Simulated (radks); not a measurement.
Values are calculated unless marked as measured or tabulated.
Coulomb parameter of the 4d shell of the technetium ion Tc+ in the model configuration [Kr] 4d5 5s1, as a second difference U = [E(n + 0.5) + E(n - 0.5) - 2 E(n)] / (0.5)^2 with all orbitals relaxed. "Bare": the charge of the atom changes with n. "Screened": the 5s shell takes up the change at fixed total charge, which measures U(4d,4d) + U(5s,5s) - 2 U(4d,5s). Level of theory: Dirac Kohn-Sham, PBE, spin-unpolarised, spherical densities, finite nucleus; open shells are shared between the two j in proportion to 2j + 1; Fermi nuclear charge, rms radius 4.4112 fm (a radial shooting solver on a logarithmic mesh with Libxc functionals).

\begin{tabular}{lrr}
case & configuration & E - E(n) (eV) \\ \hline
start & [Kr] 4d5 5s1 & 0.000 \\
bare +0.5 & [Kr] 4d5.5 5s1 & -5.751 \\
bare -0.5 & [Kr] 4d4.5 5s1 & 8.424 \\
screened +0.5 & [Kr] 4d5.5 5s0.5 & -1.168 \\
screened -0.5 & [Kr] 4d4.5 5s1.5 & 1.543 \\
\end{tabular}

U(bare) = 10.690 eV, U(screened by 5s) = 1.501 eV.
